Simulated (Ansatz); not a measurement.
Compare A (`BN[Si](C)(O)F`) with its isomer B (`C[SiH2]OB(N)F`).

Isolated molecules relaxed with PBE0-D4/def2-TZVP in Ansatz; ΔE leaves out vibrations. CCSD(T)/CBS adds triple-zeta CCSD(T) − MP2 to the extrapolated MP2 energy (def2 sets, frozen cores). Functionals use def2-TZVPP. B3LYP here is the variant with VWN-RPA as its local correlation; programs differ in this. One conformer a species, not always the lowest.

(1) Which is lower in electronic energy at CCSD(T)/CBS, and by how much? (Best estimate.)

(2) Give E(B) − E(A) in kJ/mol with B3LYP, B2PLYP, CCSD/def2-TZVPP, MP2/def2-TZVPP, r2SCAN-D4, PBE0-D4, HF/def2-TZVPP. (Best estimate.)

Largest T1 diagnostic: 0.012.

Answers

(1) Ansatz gave: B, by 26.9 kJ/mol.

(2) The calculation gave: B3LYP -41.8, B2PLYP -35.7, CCSD/def2-TZVPP -33.7, MP2/def2-TZVPP -27.2, r2SCAN-D4 -35.9, PBE0-D4 -37.6, HF/def2-TZVPP -47.6. None reverses the order clearly.

The D4 term adds +6.2 kJ/mol with B3LYP and +3.3 kJ/mol with PBE0; it sums over pairs of atoms, weighted by their polarisabilities, and B3LYP, whose exchange is more repulsive, gets the larger term. In def2-TZVPP, CCSD(T) changes the Hartree–Fock value by +15.9 kJ/mol (the triples alone add +2.0 kJ/mol) and MP2 by +20.3 kJ/mol.
